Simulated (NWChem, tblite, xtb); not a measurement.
**How methods differ on GeSiH3ClF2 (SMILES [F][Ge]([F])([SiH3])[Cl])**

The species is GeSiH3ClF2 (8 atoms), meant as a singlet with charge 0. SMILES: `[F][Ge]([F])([SiH3])[Cl]`. The coordinates come from a PBE0-D4/def2-TZVP relaxation.

Quantity: the dipole moment, in D. The values are calculated.

| level | kind | program | value (D) | CPU time |
| --- | --- | --- | --- | --- |
| IPEA1-xTB | semi-empirical | tblite | 6.22 | under 2 s |
| GFN2-xTB | semi-empirical | tblite | 4.88 | under 2 s |
| GFN1-xTB | semi-empirical | tblite | 4.46 | under 2 s |
| GFN0-xTB | semi-empirical | xtb | 4.00 | under 2 s |
| HF/STO-3G | Hartree–Fock | NWChem | 3.78 | 7.4 s |
| HF/def2-SVP | Hartree–Fock | NWChem | 3.94 | 26 s |
| B3LYP/6-31G* (spherical functions) | global hybrid | NWChem | 3.69 | 53 s |
| B3LYP/6-31G* (Cartesian functions) | global hybrid | NWChem | 3.68 | 54 s |
| PBE0/def2-SVP | global hybrid | NWChem | 3.54 | 26 s |

All-electron rows without a relativistic Hamiltonian named are non-relativistic. The values span 3.54 to 6.22 D. Magnitudes only. Sets without polarisation functions give poor dipoles. Times are those of the runs behind each value, whatever else they computed, on shared processors of several kinds: orders of magnitude only.
